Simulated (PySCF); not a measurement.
Stepwise substitution at one centre (Al Br-CH3). Isolated molecules, 0 K electronic values unless said otherwise. Strings in code marks are SMILES.

The dipole moment from two functionals at the same geometries (B3LYP-D3(BJ)/def2-TZVP), both in PySCF: PBE-D3(BJ)/def2-TZVP and ωB97X-D3(BJ)/def2-TZVP. 

| species | ωB97X-D3(BJ)/def2-TZVP (D) |
|---|---|
| 0 of 3 Br replaced by CH3 (`[Al]([Br])([Br])[Br]`) | 0.00 |
| 1 of 3 Br replaced by CH3 | 1.98 |
| 2 of 3 Br replaced by CH3 (`[CH3][Al]([Br])[CH3]`) | 2.24 |
| 3 of 3 Br replaced by CH3 (`[CH3][Al]([CH3])[CH3]`) | 0.00 |

What does PBE-D3(BJ)/def2-TZVP give for each?


- 0 of 3 Br replaced by CH3 (`[Al]([Br])([Br])[Br]`): 0.00
- 1 of 3 Br replaced by CH3: 1.90
- 2 of 3 Br replaced by CH3 (`[CH3][Al]([Br])[CH3]`): 2.13
- 3 of 3 Br replaced by CH3 (`[CH3][Al]([CH3])[CH3]`): 0.00
Over these rows, drawn at random from the members with no instability flagged (it was tested for open shells, ions and some series alone), PBE minus ωB97X-D3(BJ): mean -0.05 D, from -0.11 D to 0.00 D.
